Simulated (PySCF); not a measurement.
Spectra and structures to be paired. Computed with TDDFT PBE0/def2-SVPD, vertical, gas phase, core orbitals frozen in the response (PySCF 2.14.0, density-fitted response routines). Geometries: PBE0-D3(BJ)/def2-SVP; one conformer of each isolated species. Triplets are in the Tamm–Dancoff approximation.

A. `CO[C@H]([C@H]1C[C@H]1OCC)F`
B. `CCO/C(OC)=C(\C)CF`
C. `CC[C@@]1(O[C@@H](C)F)CCO1`
D. `O(C)[C@@]1(COCCCC1)F`
E. `CC[C@@]1(O[C@H](C)F)CCO1`

Lowest singlet levels (six at most, fewer where fewer were computed) with oscillator strengths:

1. 7.02 eV (f 0.019); 7.17 eV (f 0.003); 7.49 eV (f 0.020); 7.72 eV (f 0.019); 7.90 eV (f 0.016); 8.12 eV (f 0.020); T1 6.86 eV
2. 7.40 eV (f 0.001); 7.76 eV (f 0.005); 7.96 eV (f 0.015); 8.10 eV (f 0.004); 8.16 eV (f 0.011); 8.40 eV (f 0.003); T1 7.25 eV
3. 6.02 eV (f 0.019); 6.44 eV (f 0.379); 6.70 eV (f 0.007); 6.91 eV (f 0.100); 6.98 eV (f 0.022); 7.47 eV (f 0.017); T1 4.14 eV
4. 7.31 eV (f 0.001); 7.75 eV (f 0.015); 7.86 eV (f 0.008); 8.04 eV (f 0.009); 8.13 eV (f 0.009); 8.39 eV (f 0.004); T1 7.13 eV
5. 6.94 eV (f 0.007); 7.39 eV (f 0.018); 7.64 eV (f 0.003); 7.74 eV (f 0.017); 8.07 eV (f 0.028); 8.10 eV (f 0.008); T1 6.83 eV

Question: Match each spectrum to its molecule.

Answer: 1 = A, 2 = E, 3 = B, 4 = C, 5 = D.
- A: S1 at 7.02 eV, HOMO→LUMO+1 (64%), HOMO→LUMO (34%); Löwdin shares by element: HOMO oxygen 44% or more, carbon 36% or more (atoms not listed hold the other 21%); LUMO carbon 28% or more, hydrogen 14% or more (atoms not listed hold the other 59%); HOMO -7.32 and LUMO 0.77 eV.
- B: S1 at 6.02 eV, HOMO→LUMO (52%), HOMO→LUMO+1 (43%); Löwdin shares by element: HOMO carbon 55% or more, oxygen 21% (atoms not listed hold the other 24%); LUMO carbon 45% or more (atoms not listed hold the other 55%); HOMO -6.54 and LUMO 0.43 eV.
- C: S1 at 7.31 eV, HOMO→LUMO (89%); Löwdin shares by element: HOMO oxygen 54%, carbon 18% or more (atoms not listed hold the other 28%); LUMO carbon 26% or more, oxygen 8% or more (atoms not listed hold the other 66%); HOMO -7.77 and LUMO 0.70 eV.
- D: S1 at 6.94 eV, HOMO→LUMO (93%); Löwdin shares by element: HOMO oxygen 57%, carbon 15% or more (atoms not listed hold the other 29%); LUMO carbon 20% or more, hydrogen 12% or more (atoms not listed hold the other 67%); HOMO -7.33 and LUMO 0.67 eV.
- E: S1 at 7.40 eV, HOMO→LUMO (85%); Löwdin shares by element: HOMO oxygen 60%, carbon 11% or more, hydrogen 7% or more (atoms not listed hold the other 22%); LUMO carbon 23% or more, hydrogen 14% or more (atoms not listed hold the other 63%); HOMO -7.86 and LUMO 0.69 eV.
A and D have S1 within 0.08 eV of each other; their strongest listed levels stand at 7.49 eV (f 0.020) and 8.07 eV (f 0.028).
C and E have S1 within 0.09 eV of each other; their strongest listed levels stand at 7.75 eV (f 0.015) and 7.96 eV (f 0.015).

Without π bonds the low states are Rydberg-like; a valence basis with one diffuse set may place them up to an eV too high.
